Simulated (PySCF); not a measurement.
PySCF input for InH, SMILES [InH] (connectivity only; charge and spin as stated), neutral, multiplicity 1, TDDFT-LC-ωPBE/def2-TZVPD. Coordinates come from a PBE0-D3(BJ)/def2-TZVPD optimisation. The def2 effective core potentials stand for the cores of In; spin–orbit coupling is left out.

```python
import numpy as np
from pyscf import gto, scf, dft, tdscf

mol = gto.M(
    atom='''
    In    0.00000000    0.00000000   -0.03700718
    H     0.00000000    0.00000000    1.81335195
    ''',
    basis='def2-TZVPD',
    ecp={'In': 'def2-tzvp'},
    charge=0,
    spin=0,
    symmetry=True,
    max_memory=2000,
    verbose=4,
)
mf = dft.RKS(mol, xc='lc_wpbe').density_fit(auxbasis='def2-universal-jkfit')
mf.grids.level = 3
mf.conv_tol = 1e-9
mf.max_cycle = 100
mf.kernel()
mf.grids = dft.Grids(mol).set(level=1).build(with_non0tab=True)  # coarser grid for the response kernel
td = tdscf.TDDFT(mf)
td.singlet = True
td.nstates = 10
td.conv_tol = 1e-4
td.kernel(x0=td.get_init_guess(mf, 15))
td.analyze()
tt = tdscf.TDA(mf)
tt.singlet = False
tt.nstates = 4
tt.conv_tol = 1e-4
tt.kernel(x0=tt.get_init_guess(mf, 9))
tt.analyze(verbose=3)
```

Log of the run:

```
PySCF version 2.14.0

[INPUT] verbose = 4
[INPUT] num. atoms = 2
[INPUT] num. electrons = 22
[INPUT] charge = 0
[INPUT] spin (= nelec alpha-beta = 2S) = 0
[INPUT] symmetry True subgroup None
[INPUT] Mole.unit = angstrom
[INPUT] Symbol           X                Y                Z      unit          X                Y                Z       unit  Magmom
[INPUT]  1 In     0.000000000000   0.000000000000  -0.037007180000 AA    0.000000000000   0.000000000000  -0.069933434842 Bohr   0.0
[INPUT]  2 H      0.000000000000   0.000000000000   1.813351950000 AA    0.000000000000   0.000000000000   3.426738552946 Bohr   0.0

nuclear repulsion = 6.00571059376998
point group symmetry = Coov
symmetry origin: [0.00000000e+00 0.00000000e+00 4.91328792e-09]
symmetry axis x: [1. 0. 0.]
symmetry axis y: [0. 1. 0.]
symmetry axis z: [0. 0. 1.]
num. orbitals of irrep A1 = 23
num. orbitals of irrep E1x = 13
num. orbitals of irrep E1y = 13
num. orbitals of irrep E2x = 6
num. orbitals of irrep E2y = 6
num. orbitals of irrep E3x = 2
num. orbitals of irrep E3y = 2
number of shells = 23
number of NR pGTOs = 108
number of NR cGTOs = 65
basis = def2-TZVPD
ecp = {'In': 'def2-tzvp'}


******** <class 'pyscf.df.df_jk.DFSymAdaptedRKS'> ********
method = DFSymAdaptedRKS
initial guess = minao
damping factor = 0
level_shift factor = 0
DIIS = <class 'pyscf.scf.diis.CDIIS'>
diis_start_cycle = 1
diis_space = 8
diis_damp = 0
SCF conv_tol = 1e-09
SCF conv_tol_grad = None
SCF max_cycles = 100
direct_scf = False
XC library pyscf.dft.libxc version 7.1.2
    S. Lehtola, C. Steigemann, M. J. T. Oliveira, and M. A. L. Marques,  SoftwareX 7, 1–5 (2018)
XC functionals = lc_wpbe
    O. A. Vydrov and G. E. Scuseria,  J. Chem. Phys. 125, 234109 (2006)
radial grids:
    Treutler-Ahlrichs [JCP 102, 346 (1995); DOI:10.1063/1.469408] (M4) radial grids

becke partition: Becke, JCP 88, 2547 (1988); DOI:10.1063/1.454033
pruning grids: <function nwchem_prune>
grids dens level: 3
symmetrized grids: True
atomic radii adjust function: <function treutler_atomic_radii_adjust>
small_rho_cutoff = 0
Freeze 0 electrons in irreps []
    22 free electrons in irreps A1 E1x E1y E2x E2y E3x E3y
Set gradient conv threshold to 3.16228e-05
Initial guess from minao.
tot grids = 31688
Create RSH-DF object <pyscf.df.df.DF object> for omega=0.4
******** <class 'pyscf.df.df.DF'> ********
auxbasis = auxmol.basis = def2-universal-jkfit
init E= -157.839398088645
HOMO (A1) = -0.595456442287462  LUMO (E1y) = -0.42102050900401  gap/eV = 4.74664
cycle= 1 E= -190.255249381569  delta_E= -32.4  |g|= 1.64  |ddm|= 44.3
HOMO (A1) = -0.191994193520094  LUMO (E1y) = 0.0475450618393247  gap/eV = 6.51820
cycle= 2 E= -190.466053418357  delta_E= -0.211  |g|= 1.45  |ddm|= 6.32
HOMO (A1) = -0.276044409299643  LUMO (E1y) = 0.0136273097907971  gap/eV = 7.88237
cycle= 3 E= -190.732161017878  delta_E= -0.266  |g|= 0.0388  |ddm|= 1.87
HOMO (A1) = -0.293102107512944  LUMO (E1y) = 0.00480645088146403  gap/eV = 8.10650
cycle= 4 E= -190.732747286123  delta_E= -0.000586  |g|= 0.00634  |ddm|= 0.138
HOMO (A1) = -0.296014931062113  LUMO (E1y) = 0.00251010649959271  gap/eV = 8.12328
cycle= 5 E= -190.732778437048  delta_E= -3.12e-05  |g|= 0.00102  |ddm|= 0.0384
HOMO (A1) = -0.296102829520322  LUMO (E1y) = 0.00246590878878283  gap/eV = 8.12447
cycle= 6 E= -190.732779338655  delta_E= -9.02e-07  |g|= 0.00021  |ddm|= 0.00598
HOMO (A1) = -0.296105002650079  LUMO (E1y) = 0.0024626117992983  gap/eV = 8.12444
cycle= 7 E= -190.732779385929  delta_E= -4.73e-08  |g|= 9.24e-05  |ddm|= 0.000993
HOMO (A1) = -0.296108661019993  LUMO (E1y) = 0.00245979258735263  gap/eV = 8.12446
cycle= 8 E= -190.732779390791  delta_E= -4.86e-09  |g|= 1.71e-05  |ddm|= 0.000307
HOMO (A1) = -0.296109692221477  LUMO (E1y) = 0.00245948562668152  gap/eV = 8.12448
cycle= 9 E= -190.732779391164  delta_E= -3.73e-10  |g|= 2.76e-06  |ddm|= 0.000109
HOMO (A1) = -0.296109455804569  LUMO (E1y) = 0.00245945414666693  gap/eV = 8.12447
Extra cycle  E= -190.732779391168  delta_E= -4.23e-12  |g|= 1.09e-06  |ddm|= 1.5e-05
converged SCF energy = -190.732779391168
tot grids = 10560


******** <class 'pyscf.tdscf.rks.TDDFT'> for <class 'pyscf.df.df_jk.DFSymAdaptedRKS'> ********
nstates = 10 singlet
deg_eia_thresh = 1.000e-03
wfnsym = None
conv_tol = 0.0001
eigh lindep = 1e-12
eigh level_shift = 0
eigh max_cycle = 100


Excitation energies (eV)
[2.82214768 2.82214768 5.47641195 6.41209131 6.79975517 6.79975591
 6.80543465 6.80543465 7.36205526 7.36205526]

** Singlet excitation energies and oscillator strengths **
Excited State   1:  ???      2.82215 eV    439.33 nm  f=0.0353
      11 -> 12        0.68892
      11 -> 21       -0.14790
Excited State   2:  ???      2.82215 eV    439.33 nm  f=0.0353
      11 -> 13       -0.68892
      11 -> 22        0.14790
Excited State   3:   A1      5.47641 eV    226.40 nm  f=0.2603
      11 -> 14       -0.69241
Excited State   4:   A1      6.41209 eV    193.36 nm  f=0.4258
      11 -> 15       -0.69874
Excited State   5:  ???      6.79976 eV    182.34 nm  f=0.0000
      11 -> 16        0.69768
      11 -> 27        0.11367
Excited State   6:  E2y      6.79976 eV    182.34 nm  f=0.0000
      11 -> 17        0.69768
      11 -> 28        0.11368
Excited State   7:  ???      6.80543 eV    182.18 nm  f=0.2315
      11 -> 19        0.68930
      11 -> 26        0.10200
Excited State   8:  ???      6.80543 eV    182.18 nm  f=0.2315
      11 -> 18       -0.68930
      11 -> 25       -0.10200
Excited State   9:  ???      7.36206 eV    168.41 nm  f=0.0073
      10 -> 13       -0.12634
      11 -> 13       -0.14568
      11 -> 22       -0.67023
Excited State  10:  ???      7.36206 eV    168.41 nm  f=0.0073
      10 -> 12        0.12634
      11 -> 12        0.14568
      11 -> 21        0.67023

** Transition electric dipole moments (AU) **
state          X           Y           Z        Dip. S.      Osc.
  1         0.7142      0.0000      0.0000      0.5100      0.0353
  2        -0.0000     -0.7142      0.0000      0.5100      0.0353
  3        -0.0000      0.0000     -1.3930      1.9403      0.2603
  4         0.0000      0.0000      1.6463      2.7102      0.4258
  5         0.0000     -0.0000     -0.0000      0.0000      0.0000
  6         0.0000     -0.0000     -0.0000      0.0000      0.0000
  7        -0.0000     -1.1782      0.0000      1.3882      0.2315
  8         1.1782      0.0000      0.0000      1.3882      0.2315
  9         0.0000     -0.2012      0.0000      0.0405      0.0073
 10         0.2012     -0.0000     -0.0000      0.0405      0.0073

WARN: ECP detected. Skipping calculation of transition velocity and magnetic dipole moments, which have not yet been implemented.



******** <class 'pyscf.tdscf.rks.TDA'> for <class 'pyscf.df.df_jk.DFSymAdaptedRKS'> ********
nstates = 4 triplet
deg_eia_thresh = 1.000e-03
wfnsym = None
conv_tol = 0.0001
eigh lindep = 1e-12
eigh level_shift = 0
eigh max_cycle = 100


Excitation energies (eV)
[1.90587064 1.90587064 4.77121212 5.53625056]

** Triplet excitation energies and oscillator strengths **
Excited State   1:  ???      1.90587 eV    650.54 nm  f=0.0000
Excited State   2:  ???      1.90587 eV    650.54 nm  f=0.0000
Excited State   3:   A1      4.77121 eV    259.86 nm  f=0.0000
Excited State   4:   A1      5.53625 eV    223.95 nm  f=0.0000
```

The calculation finished and met its thresholds.

Cost: about 18 core-seconds (a rough figure).
